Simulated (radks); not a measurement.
Sn19+, 31 electrons, occupied as [Ar] 3d10 4s2 4p1.

Calculated with a radial shooting solver on a logarithmic mesh with Libxc functionals: scalar-relativistic Kohn-Sham, PBEsol, spin-polarised, spherical densities, finite nucleus; open shells are filled with parallel spins first (spin-orbit coupling, left out, can overturn this in heavy ions); Fermi nuclear charge, rms radius 4.6519 fm.

Energy parts (eV):
total: -163958.063
kinetic: 171348.085
electron-nucleus: -379676.276
Hartree: 48289.926
exchange-correlation: -3919.798

Orbitals (lengths in bohr, moments of r in powers of bohr; r(90%) holds 90 % of the orbital's charge):
orbital	occ.	eigenvalue (eV)	<r^2>	r(90%)	<1/r>
1s up	1	-29531.60	0.001143	0.0522	53.06
1s down	1	-29531.17	0.001143	0.0522	53.06
2s up	1	-4902.929	0.01854	0.194	12.12
2s down	1	-4902.668	0.01854	0.194	12.12
2p up	3	-4457.823	0.01462	0.178	11.66
2p down	3	-4457.422	0.01462	0.178	11.66
3s up	1	-1344.029	0.1288	0.493	4.351
3s down	1	-1343.532	0.1287	0.493	4.352
3p up	3	-1198.194	0.1285	0.499	4.152
3p down	3	-1197.633	0.1284	0.499	4.153
3d up	5	-975.9792	0.1117	0.482	3.933
3d down	5	-975.4295	0.1115	0.482	3.935
4s up	1	-569.0017	0.5829	1.02	1.964
4s down	1	-565.4895	0.5829	1.02	1.966
4p up	1	-517.5207	0.6249	1.06	1.864
4p down	0	-514.0167	0.6255	1.06	1.865

The highest occupied level is 4p up at -517.52 eV. The spin density at the nucleus is -3.225 e/bohr^3 (1s -1.564, 2s 0.303, 3s -0.319, 4s -1.645).
